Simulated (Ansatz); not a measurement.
Two isomers of C3H6FNSi: A = `CC[Si]1(F)C=N1`, B = `C=N/C([SiH3])=C\F`.

Calculated with Ansatz (gas phase, PBE0-D4/def2-TZVP geometries, no zero-point term in ΔE). CCSD(T)/CBS adds triple-zeta CCSD(T) − MP2 to the extrapolated MP2 energy (def2 sets, frozen cores). Functionals use def2-TZVPP. B3LYP here is the variant with VWN-RPA as its local correlation; programs differ in this. Each species was taken in one conformer, which may not be the lowest.

Problem. Which isomer does CCSD(T)/CBS put lower? Give the gap. (Estimate.)

Solution. Ansatz gave: A, by 252.4 kJ/mol.

Problem. Give E(B) − E(A) in kJ/mol with ωB97M-V, CCSD/def2-TZVPP, B3LYP, PBE0-D4, B3LYP-D4, HF/def2-TZVPP, r2SCAN-D4. (Estimate.)

Solution. Ansatz gave: ωB97M-V 252.1, CCSD/def2-TZVPP 247.2, B3LYP 225.9, PBE0-D4 242.5, B3LYP-D4 225.2, HF/def2-TZVPP 232.3, r2SCAN-D4 244.8. None reverses the order clearly.

Largest T1 diagnostic: 0.014.

In def2-TZVPP, CCSD(T) changes the Hartree–Fock value by +12.4 kJ/mol (the triples alone add −2.5 kJ/mol) and MP2 by +32.3 kJ/mol. From PBE to PBE0 (25 % exact exchange), in def2-TZVPP and without D4, E(B) − E(A) moves by +15.9 kJ/mol.
